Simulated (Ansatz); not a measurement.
Reactions of CH₆O₂Si, SMILES `OC[SiH2]O`.

Gas-phase electronic energies from Ansatz, PBE0-D4/def2-TZVP geometries. CBS: MP2 limit from def2 TZ/QZ plus the TZ coupled-cluster correction, frozen cores. This one scheme is used for every species. Functionals use def2-TZVPP. B3LYP here is the variant with VWN-RPA as its local correlation; programs differ in this. Open shells (•) are unrestricted, without spin–orbit coupling. Elements past krypton have def2 core potentials. For Br, Te outer-core shells are correlated without core-valence functions, which leaves a few kJ/mol of doubt a bond. Scalar relativity is left out up to krypton. Each species was taken in one conformer, which may not be the lowest.

```
                                                          reaction  HF/CBS(def2) (kcal/mol)  B3LYP-D4 (kcal/mol)  CCSD(T)/CBS(def2) (kcal/mol)
                               `OC[SiH2]O` + H₂ → `C[SiH2]O` + H₂O                    -35.5                -31.2                         -33.5
                              `OC[SiH2]O` → `[CH2]O`• + `O[SiH2]`•                     58.7                 78.5                          84.8
`OC[SiH2]O` + `C#[C][AlH][CH3]` → `C#C[SiH2]CO` + `[CH3][AlH][OH]`                     -4.3                 -7.5                          -7.0
   `OC[SiH2]O` + orthosilicic acid → `O[SiH2]O[Si](O)(O)O` + CH₃OH                    -40.5                -35.9                         -35.6
                             `OC[SiH2]O` + H–F → `OC[SiH2]F` + H₂O                    -12.8                -10.8                         -10.5
                        `OC[SiH2]O` + H₂Te → `OC[SiH2][TeH]` + H₂O                     12.4                  7.9                           6.0
                            `OC[SiH2]O` + HBr → `OC[SiH2]Br` + H₂O                     -0.1                 -1.8                          -3.5
                `OC[SiH2]O` + `N=C(N)S` → `N=C(S)N[SiH2]O` + CH₃OH                    -20.0                -17.6                         -17.9
          `OC[SiH2]O` + `C=C[SiH2]N` → `C=C[SiH2]N[SiH2]O` + CH₃OH                    -23.8                -21.8                         -22.2
                            `OC[SiH2]O` + HCl → `OC[SiH2]Cl` + H₂O                     -1.1                 -2.5                          -3.3
```

Largest T1 diagnostic: 0.016, for `[CH2]O`•.
